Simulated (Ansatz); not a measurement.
`C[Si](O)(Cl)Br` + `BN[SiH2]Cl` → `O[SiH](Cl)Br` + `BN[SiH](C)Cl`  (redistribution)

Calculated with Ansatz (gas phase, PBE0-D4/def2-TZVP geometries, no zero-point term in ΔE). CCSD(T)/CBS is the MP2 limit (def2-TZVPP, def2-QZVPP) plus CCSD(T) − MP2 in def2-TZVPP, frozen cores. Functionals use def2-TZVPP. B3LYP here is the variant with VWN-RPA as its local correlation; programs differ in this. For Br outer-core shells are correlated without core-valence functions, which leaves a few kJ/mol of doubt a bond. Scalar relativity is left out up to krypton. One conformer a species, not always the lowest.

`C[Si](O)(Cl)Br`:

```xyz
9

C     0.055    0.091   -1.289
Si    0.041   -0.219    0.523
O    -0.270    1.182    1.288
Cl    1.843   -0.977    1.146
Br   -1.500   -1.726    1.059
H    -0.915    0.476   -1.608
H     0.265   -0.831   -1.832
H     0.826    0.827   -1.531
H    -0.345    1.177    2.244
```

`BN[SiH2]Cl`:

Z-matrix (Å, degrees):
```
Si
N 1 1.730
Cl 1 2.055 2 111.1
H 1 1.480 2 110.0 3 117.1
H 1 1.475 2 108.1 3 -119.1
B 2 1.403 1 125.7 3 106.7
H 2 1.011 1 117.1 3 -71.9
H 6 1.197 2 118.7 1 0.6
H 6 1.196 2 119.6 1 -179.7
```

`O[SiH](Cl)Br`:

Z-matrix (Å, degrees):
```
Si
Cl 1 2.042
Br 1 2.209 2 107.7
O 1 1.622 2 111.3 3 -122.0
H 1 1.468 2 109.7 3 119.5
H 4 0.959 1 119.2 2 63.3
```

`BN[SiH](C)Cl`:

Z-matrix (Å, degrees):
```
Si
N 1 1.737
Cl 1 2.064 2 108.6
C 1 1.847 2 111.8 3 120.9
H 1 1.482 2 108.8 3 -113.9
B 2 1.400 1 128.0 3 -116.3
H 2 1.012 1 115.6 3 62.8
H 4 1.091 1 111.1 2 -60.3
H 4 1.092 1 110.9 2 60.5
H 4 1.092 1 109.2 2 -179.9
H 6 1.197 2 119.4 1 -0.4
H 6 1.197 2 119.5 1 179.9
```

```tsv
level	ΔE (kcal/mol)	difference from CCSD(T)/CBS
PBE-D4	1.3	-0.1
r2SCAN-D4	1.3	-0.1
PBE0-D4	1.4	0.0
ωB97M-V	1.4	0.0
B2PLYP	1.5	0.1
PBE	1.2	-0.2
r2SCAN	1.3	-0.1
B3LYP	1.4	0.0
SCS-MP2/def2-TZVPP	1.6	0.2
CCSD/def2-TZVPP	1.5	0.1
CCSD(T)/def2-TZVPP	1.5	0.1
HF/def2-QZVPP	1.7	0.3
MP2/def2-QZVPP	1.5	0.1
HF/CBS(def2)	1.7	0.3
MP2/CBS(def2)	1.5	0.1
CCSD/CBS(def2)	1.4	0.0
CCSD(T)/CBS	1.4	0
```

Largest T1 diagnostic among the species: 0.011.
